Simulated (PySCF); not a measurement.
## Electron affinity of Cu by level of theory

Cu- [Ar] 3d10 4s2 (1S) → Cu [Ar] 3d10 4s1 (2S), as a difference of total energies. All numbers are calculated (PySCF 2.14, the spin-free X2C one-electron Hamiltonian (Gaussian nucleus), in aug-cc-pVTZ-DK (8s7p5d3f2g, 93 functions)). Correlated levels: valence: [Ar] frozen. The calculations carry no spin-orbit coupling.

```
           method  electron affinity (eV)  error (eV)
              UHF                   0.010      -1.226
    MP2 (valence)                   0.872      -0.364
SCS-MP2 (valence)                   0.912      -0.324
   CCSD (valence)                   1.013      -0.223
CCSD(T) (valence)                   1.182      -0.054
```

Reference: 1.236 eV (measured; photodetachment measurements, as compiled on the Wikipedia data page of electron affinities).

Errors of the correlated levels include the incompleteness of this basis and the frozen core.

The coupled-cluster amplitudes are large for Cu- (T1 above 0.03 or a double amplitude above 0.15), so a single reference is strained.
